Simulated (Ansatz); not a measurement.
Species: C₆H₇, net charge -1, singlet state. It need not be the lowest isomer of its formula. Whether it binds its extra electron was not tested at this geometry. SMILES: CC1=C[C-]=CC1
Coordinates optimised at B3LYP-D3(BJ)/def2-TZVP (Ansatz, a first-principles code):
```
C
C 1 1.3514
H 2 1.0926 1 121.70
C 1 1.4955 2 128.81 3 0.00
H 4 1.0946 1 110.64 2 0.00
H 4 1.0997 5 107.33 1 123.23
H 4 1.0997 5 107.33 6 113.53
C 2 1.4977 3 123.15 1 180.00
C 8 1.3642 2 101.71 3 -180.00
H 9 1.0911 8 126.12 2 -180.00
C 1 1.5049 2 106.98 3 180.00
H 11 1.1027 1 111.56 2 120.97
H 11 1.1027 12 105.78 1 -121.47
```
Charge -1, spin multiplicity 1.

Parts of the frozen-core correlation energy in cc-pVQZ (Ansatz, hartree). Frozen orbitals: 6; correlated occupied orbitals by spin: 16 and 16; virtual: 518 and 518. No spin-orbit coupling. Non-relativistic. The restricted reference is unstable.

```csv
term,value
reference (HF),-231.25301
MP2 opposite-spin,[?]
MP2 same-spin,[?]
CCSD correlation,[?]
(T),-0.05709
T1 diagnostic,0.013
largest doubles amplitude,0.045
```

**Question.** Some entries are withheld; supply them.

**Answer.** 
- MP2 opposite-spin, value: -0.80515
- MP2 same-spin, value: -0.24854
- CCSD correlation, value: -1.07648
